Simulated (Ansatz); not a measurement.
Program: Ansatz. Geometries: PBE0-D4/def2-TZVP. ΔE: electronic, gas phase. CCSD(T)/CBS adds triple-zeta CCSD(T) − MP2 to the extrapolated MP2 energy (def2 sets, frozen cores). Functionals use def2-TZVPP. B3LYP here is the variant with VWN-RPA as its local correlation; programs differ in this. For Se, Ti outer-core shells are correlated without core-valence functions, which leaves a few kJ/mol of doubt a bond. Scalar relativity is left out up to krypton. Each species was taken in one conformer, which may not be the lowest.

Reaction (redistribution): `C[SiH]([SiH3])[SeH]` + `[F][Ti]([F])([F])[Cl]` → `C[SiH](F)[SiH3]` + `[F][Ti]([F])([Cl])[SeH]`

```json
{"level": "PBE-D4", "ΔE (kJ/mol)": "13.6", "difference from CCSD(T)/CBS": "16.2"}
{"level": "B3LYP-D4", "ΔE (kJ/mol)": "2.3", "difference from CCSD(T)/CBS": "4.9"}
{"level": "ωB97M-V", "ΔE (kJ/mol)": "9.5", "difference from CCSD(T)/CBS": "12.1"}
{"level": "B2PLYP", "ΔE (kJ/mol)": "-6.2", "difference from CCSD(T)/CBS": "-3.6"}
{"level": "PBE", "ΔE (kJ/mol)": "11.3", "difference from CCSD(T)/CBS": "13.9"}
{"level": "r2SCAN", "ΔE (kJ/mol)": "6.0", "difference from CCSD(T)/CBS": "8.6"}
{"level": "PBE0", "ΔE (kJ/mol)": "9.6", "difference from CCSD(T)/CBS": "12.2"}
{"level": "HF/def2-TZVPP", "ΔE (kJ/mol)": "4.3", "difference from CCSD(T)/CBS": "6.9"}
{"level": "MP2/def2-TZVPP", "ΔE (kJ/mol)": "-4.3", "difference from CCSD(T)/CBS": "-1.7"}
{"level": "SCS-MP2/def2-TZVPP", "ΔE (kJ/mol)": "-3.0", "difference from CCSD(T)/CBS": "-0.4"}
{"level": "CCSD/def2-TZVPP", "ΔE (kJ/mol)": "5.8", "difference from CCSD(T)/CBS": "8.4"}
{"level": "CCSD(T)/def2-TZVPP", "ΔE (kJ/mol)": "0.9", "difference from CCSD(T)/CBS": "3.5"}
{"level": "HF/def2-QZVPP", "ΔE (kJ/mol)": "3.1", "difference from CCSD(T)/CBS": "5.7"}
{"level": "SCS-MP2/def2-QZVPP", "ΔE (kJ/mol)": "-4.9", "difference from CCSD(T)/CBS": "-2.3"}
{"level": "HF/CBS(def2)", "ΔE (kJ/mol)": "2.9", "difference from CCSD(T)/CBS": "5.5"}
{"level": "MP2/CBS(def2)", "ΔE (kJ/mol)": "-7.8", "difference from CCSD(T)/CBS": "-5.2"}
{"level": "CCSD(T)/CBS", "ΔE (kJ/mol)": "-2.6", "difference from CCSD(T)/CBS": "0"}
```

Largest T1 diagnostic among the species: 0.024, so the coupled-cluster value is less sure than usual.

The D4 term adds +3.8 kJ/mol with B3LYP and +2.1 kJ/mol with PBE0; it sums over pairs of atoms, weighted by their polarisabilities, and B3LYP, whose exchange is more repulsive, gets the larger term. In def2-TZVPP, CCSD(T) changes the Hartree–Fock value by −3.4 kJ/mol (the triples alone add −4.9 kJ/mol) and MP2 by −8.6 kJ/mol.
